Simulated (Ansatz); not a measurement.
Consider the formal exchange of groups at the Si–P bond: `F[SiH]([SiH3])P` + CH₄ → `C[SiH](F)[SiH3]` + PH₃.

Isolated molecules relaxed with PBE0-D4/def2-TZVP in Ansatz; ΔE leaves out vibrations. CCSD(T)/CBS is the MP2 limit (def2-TZVPP, def2-QZVPP) plus CCSD(T) − MP2 in def2-TZVPP, frozen cores. This one scheme is used for every species. DFT in def2-TZVPP. Each species was taken in one conformer, which may not be the lowest.

| level | ΔE (kcal/mol) |
| --- | --- |
| LDA (SPW92) | 6.3 |
| BHLYP-D4 | 5.3 |
| BLYP | 5.5 |
| HF/def2-TZVPP | 3.1 |

(1) What does CCSD(T)/CBS give? (Estimate.)

Largest T1 diagnostic among the species: 0.014.

## Answers

(1) Computed: +5.6 kcal/mol. The listed levels differ from it by 0.7, -0.3, -0.1, -2.5 kcal/mol.

From BLYP to BHLYP (50 % exact exchange), in def2-TZVPP and without D4, ΔE moves by −1.3 kcal/mol. In def2-TZVPP, CCSD(T) changes the Hartree–Fock value by +1.7 kcal/mol (the triples alone add +0.6 kcal/mol) and MP2 by +2.1 kcal/mol.
